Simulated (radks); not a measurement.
Charge is removed step by step from the 3s level of neutral chlorine, starting from [Ne] 3s2 3p5. All-electron calculation, non-relativistic Kohn-Sham, SCAN, spin-unpolarised, spherical densities, point nucleus; meta-GGA in the generalised Kohn-Sham scheme. Program: a radial shooting solver on a logarithmic mesh with Libxc functionals.

removed (e) = 0: E - E(0) (eV) 0.000; eigenvalue (eV) -21.481; E minus straight line (eV) 0.000
removed (e) = 0.25: E - E(0) (eV) 5.713; eigenvalue (eV) -24.357; E minus straight line (eV) -1.130
removed (e) = 0.5: E - E(0) (eV) 12.172; eigenvalue (eV) -27.330; E minus straight line (eV) -1.515
removed (e) = 0.75: E - E(0) (eV) 19.392; eigenvalue (eV) -30.390; E minus straight line (eV) -1.138
removed (e) = 1: E - E(0) (eV) 27.374; eigenvalue (eV) -33.527; E minus straight line (eV) 0.000

Removing the whole electron costs 27.374 eV by Delta-SCF, against 21.481 eV from minus the eigenvalue at the starting occupation. Slater's transition state (half an electron removed) gives 27.330 eV. Integrating minus the eigenvalue over the occupation (Janak's theorem) gives 27.388 eV. The mean slope of the eigenvalue, de/dn, is 12.0 eV per electron.
